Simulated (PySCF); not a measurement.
Predicted microwave data (PBE0/pcSseg-1 in PySCF (dipole) on a GFN2-xTB geometry, gas phase) for one isomer of C6H11NO:

| Property | Result |
| --- | --- |
| Rotational constants | A = 4298, B = 1480, C = 1142 MHz |
| Dipole components | \|μa\| = 2.88 D, \|μb\| = 0.44 D, \|μc\| = 0.43 D |
| Inertial defect | -16.51 u·Å² |
| κ | -0.79 |

Question: Which structure is it? (One computed conformer of each.)
A. `[CH2:1]=[C:2]([CH3:3])[CH2:4][CH2:5][C:6]([NH2:7])=[O:8]` with C1–C2–C4–C5 -102°, C2–C4–C5–C6 177°, C4–C5–C6–N7 -172°, C5–C6–N7–H 1° and 180°
B. `[CH3:1][C:2](=[O:3])/[CH:4]=[CH:5]/[N:6]([CH3:7])[CH3:8]` with C1–C2–C4–C5 180°
C. `CN(C)C1=CCOC1`
D. `[CH2:1]=[CH:2][C@@H:3]([CH2:4][CH3:5])[C:6]([NH2:7])=[O:8]` with C1–C2–C3–C4 129°, C2–C3–C4–C5 -170°, C2–C3–C6–N7 84°, C3–C6–N7–H -174° and -6°

Answer: C. It is CN(C)C1=CCOC1, an asymmetric top, point group C1. The candidates at the same level (rigid rotor, commonest isotopes):

| SMILES | A (MHz) | B (MHz) | C (MHz) | μa (D) | μb (D) | μc (D) | Δ (u·Å²) | point group | rotor |
| --- | --- | --- | --- | --- | --- | --- | --- | --- | --- |
| C=C[C@@H](CC)C(N)=O | 2239 | 1791 | 1209 | 2.23 | 0.32 | 2.49 | -89.79 | C1 | asymmetric top |
| C=C(C)CCC(N)=O | 4581 | 905.2 | 887.0 | 0.22 | 3.13 | 2.03 | -98.86 | C1 | near-prolate asymmetric top |
| CC(=O)/C=C/N(C)C | 4813 | 970.9 | 821.1 | 4.72 | 2.52 | 0.20 | -10.07 | – | near-prolate asymmetric top |
| CN(C)C1=CCOC1 | 4298 | 1480 | 1142 | 2.88 | 0.44 | 0.43 | -16.51 | C1 | asymmetric top |

`C=C(C)CCC(N)=O` has B 39 % too low; `CC(=O)/C=C/N(C)C` has B 34 % too low; `C=C[C@@H](CC)C(N)=O` has A 48 % too low. No structure here is proved a minimum.
